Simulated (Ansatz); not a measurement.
Cost and result for the atomization energy of CuF$_{4}$P, SMILES `[F][Cu-][P+](F)(F)F` (6 atoms, 5 bonds).

| atom | x (Å) | y (Å) | z (Å) |
| --- | --- | --- | --- |
| F1 | 1.199 | 2.924 | 0.610 |
| Cu2 | 0.546 | 1.331 | 0.277 |
| P3 | -0.233 | -0.568 | -0.119 |
| F4 | -1.758 | -0.774 | 0.030 |
| F5 | 0.274 | -1.754 | 0.734 |
| F6 | -0.028 | -1.158 | -1.533 |

Charge 0, multiplicity 1. For Cu the d shell is correlated and the shells below it are frozen. Scalar relativity is left out up to krypton. The structure was optimised at the PBE0-D4/def2-TZVP level. It is one conformer, not always the lowest. Program: Ansatz. All runs use 4 threads of an Arm Neoverse V1 on a shared host. Times are those of one run each, without the atoms' runs, and a repeat can differ threefold. Electronic energies, without spin–orbit coupling; frozen cores. CCSD(T)/CBS adds CCSD(T) − MP2 in def2-TZVPP to the MP2 limit, and its time is that of the two runs behind it. T1 = 0.024. With those shells the extrapolation isn't a true limit.

CCSD(T)/CBS is a level of theory with its own doubt, some kJ/mol a heavy atom from the limit and from the frozen cores, so smaller differences don't rank the functionals.

```tsv
level	functions	wall time	atomization (kcal/mol)	difference from CCSD(T)/CBS	per bond
revPBE-D4/def2-TZVPP	230	1.9 s	496.9	-5.3	-1.1
BLYP-D4/def2-TZVPP	230	2.3 s	507.2	5.0	1.0
PBE0-D4/def2-TZVPP	230	3.5 s	487.7	-14.5	-2.9
r2SCAN-D4/def2-TZVPP (with forces)	230	5 s	507.9	5.7	1.1
r2SCANh-D4/def2-TZVPP	230	6.5 s	494.8	-7.4	-1.5
PBE-QIDH/def2-TZVPP	230	6.5 s	485.6	-16.6	-3.3
CCSD(T)/def2-SVP	105	8.5 s	425.4	-76.8	-15.4
ωB97X-V/def2-TZVPP	230	9 s	502.8	0.6	0.1
RPA@PBE/def2-TZVPP	230	11 s	438.3	-63.9	-12.8
ωB97M-V/def2-TZVPP (with forces)	230	13 s	502.4	0.2	0.0
MP2/def2-QZVPP	398	19 s	530.9	28.7	5.7
CCSD(T)/def2-TZVPP	230	4.3 min	476.6	-25.6	-5.1
CCSD(T)/CBS(def2)	–	4.6 min	502.2	0.0	0.0
```

Leaving LDA and LC-ωPBE aside and taking each functional with its dispersion term where it has one, the values, not all of them listed here, spread over 70.7 kcal/mol, from BHLYP-D4 to PBE-D4. LDA lies +98.7 kcal/mol from PBE without D4, its usual overbinding. From BLYP to BHLYP (50 % exact exchange), in def2-TZVPP and without D4, the atomization energy moves by −53.0 kcal/mol: exact exchange takes away binding that semilocal exchange gives to molecules. At CCSD(T), def2-SVP lies −76.8 kcal/mol from the extrapolated value and def2-TZVPP −25.7 kcal/mol: correlation converges slowly with the basis, and small sets miss more of it in the bonded molecule than in its fragments.
